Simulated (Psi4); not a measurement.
C3H7O (SMILES [CH2-]C(C)O), charge -1, singlet, at a GFN2-xTB geometry (a gas-phase anion, which may not be bound at this level). Base run: M06-2X/3-21G in Psi4.

Psi4 was given this input:
```
memory 2 GB

molecule mol {
-1 1
O     0.018235    1.376287   -0.153627
C    -0.094249    0.017519    0.328582
H     0.901448    1.686364    0.083025
H     0.027095    0.117538    1.479271
C    -1.349135   -0.603979   -0.208560
C     1.141281   -0.771636   -0.132748
H     1.122118   -0.860075   -1.217251
H    -2.215751   -0.099499    0.295775
H     2.076747   -0.279777    0.169273
H    -1.370456   -1.654527    0.198271
H     1.125539   -1.771751    0.297008
}

set {
  basis 3-21g
  reference rks
}

energy('m06-2x')
print_variables()
```

The base run was repeated with changes; each row names its change, and settings that it needs were set with it.

| change | E (Eh) | core-seconds (rough) | outcome |
|---|---|---|---|
| base | -192.46913 | 10 | converged |
| functional = b3lyp | -192.56882 | 9 | converged |
| functional = m11 | -192.30940 | 10 | converged |
| functional = b2plyp | -192.27537 | 8 | converged |
| functional = tpssh | ? | 20 | converged |
| functional = tpss | ? | 20 | converged |
| functional = bhhlyp | -192.44246 | 7 | converged |
| functional = pw6b95 | -192.79045 | 20 | converged |
| functional = svwn | -191.56340 | 6 | converged |
| functional = scan | -192.47651 | 10 | converged |
| functional = b97m-v | - | - | cut at the time limit |
| functional = m06 | ? | 20 | converged |
| functional = revpbe | -192.50141 | 10 | converged |

**Question.** What belongs in the gaps?

**Answer.** 
- functional = tpssh, E (Eh): -192.57806
- functional = tpss, E (Eh): -192.59610
- functional = m06, E (Eh): -192.48273

Totals shift with the method and basis; they matter in differences.

A gas-phase anion may not be bound at this level; its values then depend on the basis.
